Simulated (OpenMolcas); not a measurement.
## 5d⁶ along the 74-electron sequence

```
Program             : OpenMolcas 26.06
Method              : SS-CASPT2, IPEA 0.25 Eh, imaginary shift 0.1 Eh
Basis               : ANO-RCC-VTZP
Scalar Hamiltonian  : DKH2, point nucleus
Spin-orbit coupling : RASSI with atomic mean-field integrals over the reference wave functions, term energies averaged over their components
```

Active space for each ion: 6 electrons in 5 orbitals (5d); closed shells correlated by CASPT2: 5s 5p.

Computed levels in cm-1 above ⁵D₄:

```csv
Level,Os2+,Ir3+,Pt4+,Au5+
⁵D₃,4570,6080,7760,9990
⁵D₁,7040,9040,11170,13820
⁵D₀,7360,9270,11210,13400
³H₅,16970,29950,35000,40870
³H₆,17330,19940,22610,25530
³F₂(1),20530,23800,27060,30690
¹S₀(1),22530,26950,31400,36340
³D₁,24290,28540,32870,37620
³G₅,25140,19480,22070,24910
weight of ⁵D in the lowest level (%),86,83,79,75
```

Mixed levels, with the weight of the term that names them: Os2+ ³H₅ (50 %), Os2+ ¹S₀(1) (60 %), Os2+ ³D₁ (71 %), Os2+ ³G₅ (50 %), Ir3+ ³H₅ (51 %), Ir3+ ³F₂(1) (72 %), Ir3+ ¹S₀(1) (60 %), Ir3+ ³D₁ (73 %), Ir3+ ³G₅ (51 %), Pt4+ ⁵D₀ (73 %), Pt4+ ³H₅ (52 %), Pt4+ ³F₂(1) (67 %), Pt4+ ¹S₀(1) (59 %), Pt4+ ³D₁ (73 %), Pt4+ ³G₅ (52 %), Au5+ ⁵D₄ (75 %), Au5+ ⁵D₀ (67 %), Au5+ ³H₅ (53 %), Au5+ ³F₂(1) (59 %), Au5+ ¹S₀(1) (58 %), Au5+ ³D₁ (71 %), Au5+ ³G₅ (53 %).

The fine-structure level ⁵D₀ changes by a factor of 1.82 from Os2+ to Au5+. Its fourth root runs 9.26, 9.81, 10.29, 10.76, with steps per unit of Z of 0.55, 0.48, 0.47; equal steps would mean a (Z - σ)^4 law with constant σ.

³H₅ changes by a factor of 2.41 over the same range, with steps per unit of Z of +13000, +5050, +5870 cm-1.

Term energies are means over components that CASPT2 splits; among the terms shown or strongly mixed into the levels shown the widest spread is 220 cm-1 (5d⁶ ¹I, Os2+). Configurations with an s electron lie low in 5d ions of this charge, fall among these levels and mix in, so low-spin terms can stand far too high, up to twice their true height, and weights are not those of the real levels (holds for Os2+). Levels of configurations outside the active space are missing.

A number in round brackets counts repeated terms of one configuration in the order of the reference energies.
